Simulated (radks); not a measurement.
Excited configurations of neutral gadolinium: one electron is placed in a higher orbital outside [Xe] 4f7 5d1 6s1. The ground configuration is [Xe] 4f7 5d1 6s2. Calculated with a radial shooting solver on a logarithmic mesh with Libxc functionals: scalar-relativistic Kohn-Sham, PBE, spin-polarised, spherical densities, point nucleus; open shells are filled with parallel spins first (spin-orbit coupling, left out, can overturn this in heavy ions). Excitation = E - E(ground); binding = E(ion) - E, where the ion is the core of charge +1; n* = 1/sqrt(2 binding) in atomic units, and the quantum defect is n - n*.

| outer orbital | excitation (eV) | binding (eV) | quantum defect | eigenvalue (eV) | <r> (bohr) |
|---|---|---|---|---|---|
| 5f | 5.010 | 0.985 | 1.283 | -0.469 | 16.11 |
| 6p | 1.887 | 4.108 | 4.180 | -2.203 | 5.155 |
| 6d | 4.379 | 1.616 | 3.098 | -0.795 | 10.77 |
| 6f | 5.291 | 0.704 | 1.605 | -0.402 | 27.06 |
| 7s | 3.652 | 2.343 | 4.590 | -1.440 | 9.553 |
| 7p | 4.258 | 1.737 | 4.201 | -1.047 | 12.13 |
| 7d | 4.966 | 1.029 | 3.364 | -0.603 | 19.76 |
| 7f | 5.472 | 0.523 | 1.902 | -0.329 | 40.01 |

The Delta-SCF ionisation energy is 5.995 eV (NIST Atomic Spectra Database: 6.150 eV, measured). Self-interaction in the functional shifts the binding energies and quantum defects, so they are the method's values and not measured ones. Open shells are spherical and high-spin; term and fine-structure splittings are not resolved. Spin-orbit splitting is averaged out at the scalar-relativistic level.
